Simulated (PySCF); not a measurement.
Compound: (OMe)3Sn-NH-SiH3, C3H13NO3SiSn.
Structure used (PBE0-D3(BJ)/def2-SVP), in Å, numbered top down from 1:
```xyz
22
C3H13NO3SiSn angstrom
Sn    -0.0144    0.4470   -0.3155
O      0.9311    1.5457   -1.6416
C      2.3159    1.4190   -1.8481
O     -0.7131   -1.2782   -0.9644
C      0.1319   -2.3641   -1.2297
O      1.3625    0.0560    1.0501
C      0.9956   -0.4497    2.3047
N     -1.6254    1.4392    0.3312
Si    -3.1406    0.7440    0.8387
H      2.6676    2.3218   -2.3743
H      2.8861    1.3290   -0.9064
H      2.5643    0.5468   -2.4815
H     -0.4900   -3.2666   -1.3508
H      0.8542   -2.5615   -0.4151
H      0.7096   -2.2319   -2.1643
H      0.2506    0.1833    2.8242
H      1.8954   -0.4901    2.9412
H      0.5824   -1.4755    2.2499
H     -1.5846    2.4398    0.1567
H     -2.8513   -0.6184    1.3722
H     -4.1583    0.6262   -0.2525
H     -3.7335    1.5933    1.9183
```

Computed, not measured: TDDFT CAM-B3LYP/def2-SVPD, vertical, gas phase, core orbitals frozen in the response, def2 core potentials past Kr in PySCF 2.14.0, density-fitted response routines. Spin–orbit coupling is left out.

Ground-to-excited transition dipoles (e·a0, same axes as the geometry; the sign carries no meaning), for the states with f of 0.002 or more among the lowest 7:

```
state  E (hartree)      μx      μy      μz
   S1       0.1969   0.126   0.025   0.326
   S2       0.1996   0.083   0.165  -0.090
   S3       0.2035   0.032  -0.278   0.284
   S4       0.2066  -0.093  -0.363  -0.509
   S5       0.2305   0.359   0.511  -0.267
   S6       0.2327  -0.456   0.076  -0.187
   S7       0.2551  -0.423   0.029   0.264
```

(1) What oscillator strength does each state have?

(2) Which bond between heavy atoms lies closest to the direction of the S5 transition dipole?

(3) What angle do the transition dipoles of S1 and S4 make?

(4) How is the summed strength of these states shared among x, y and z?

(5) What peak molar absorption coefficient would the strongest computed level give as a lone Gaussian band 0.5 eV wide at half height?

Results:

(1) f = (2/3) ΔE |μ|² with ΔE in hartree (27.2114 eV).

```csv
state,|μ|² (au),|μ| (D),f
S1,0.123,0.89,0.016
S2,0.043,0.52,0.006
S3,0.159,1.01,0.022
S4,0.400,1.61,0.055
S5,0.461,1.73,0.071
S6,0.249,1.27,0.039
S7,0.249,1.27,0.042
```

(2) Sn1–O2, at 20° from it; next N8–Si9 at 29°.

(3) |cos θ| = |μa·μb| / (|μa| |μb|) = 0.84, so θ ≈ 32° (taken between 0 and 90°, since the signs are arbitrary).

(4) (2/3) Σ ΔE μα² gives 0.087 for x, 0.074 for y and 0.090 for z, 0.250 in all.

(5) ε(max) = 2.175×10⁸ f / FWHM, with the width in cm⁻¹. S5: 2.175×10⁸ × 0.0709 / 4033 ≈ 3800 L mol⁻¹ cm⁻¹.

One conformer stands for the species.
